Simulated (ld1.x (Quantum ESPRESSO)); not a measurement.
# Cl, TM: configuration errors across variants

ld1.x (Quantum ESPRESSO) 7.5 input, shortened:

```
&input
   title='Cl', zed=17., rel=0, dft='PZ', iswitch=3,
   config='[Ne] 3s2 3p4.5'
 /
 &inputp
   pseudotype=2, tm=.true., lloc=-1, rcloc=1.30,
   nlcc=.false.
 /
2
3S  1  0   2.00   0.00  1.25  1.25  0.0
3P  2  1   4.50   0.00  1.50  1.50  0.0
 &test
   configts(1)='3s2 3p4.5'
 /
```

All-electron excitation energies from the reference (eV): (1) 3s2 3p5 -5.642; (2) 3s2 3p4 8.345; (3) 3s2 3p3 33.885; (4) 3s2 3p5.3 -7.818; (5) 3s2 3p2 72.287; (6) 3s1 3p6 6.224; (7) 3s1 3p5 20.746; (8) 3s2 3p4.5 spin -0.454; (9) 3s2 3p5 spin -5.828.

Spin tests fill each open shell by Hund’s rule, majority spin first.

Errors AE − PS in meV (a dash: test not solved or not reliable):

```csv
change,(1),(2),(3),(4),(5),(6),(7),(8),(9),bound ghosts
base,+1.2,+2.2,+30,+2.6,+124,+1.9,+6.7,+45,+19,none
core correction a·sin(br)/r model core inside 0.56 bohr,+1.1,+1.8,+24,+2.4,+95,+0.8,+4.1,+6.3,+3.7,none
core correction a·sin(br)/r model core inside 0.64 bohr,+1.1,+1.8,+24,+2.4,+95,+0.8,+4.1,+6.4,+3.7,none
core correction a·sin(br)/r model core inside 0.84 bohr,+1.1,+1.8,+25,+2.4,+96,+0.9,+4.2,+9.0,+4.7,none
core correction a·sin(br)/r model core inside 0.96 bohr,+1.1,+1.9,+25,+2.4,+99,+1.0,+4.4,+14,+6.9,none
core correction a·sin(br)/r model core inside 1.10 bohr,+1.1,+1.9,+26,+2.4,+105,+1.2,+4.9,+24,+11,none
core correction a·sin(br)/r model core inside 1.24 bohr,+1.2,+2.0,+28,+2.4,+112,+1.5,+5.5,+33,+14,none
core correction a·sin(br)/r model core inside 1.48 bohr,+1.1,+2.1,+29,+2.5,+120,+1.8,+6.4,+42,+18,none
```

Q: Give the same row for: core correction a·sin(br)/r model core inside 1.32 bohr.

A: +1.2, +2.1, +28, +2.5, +115, +1.6, +5.9, +37, +16; bound ghosts: none.
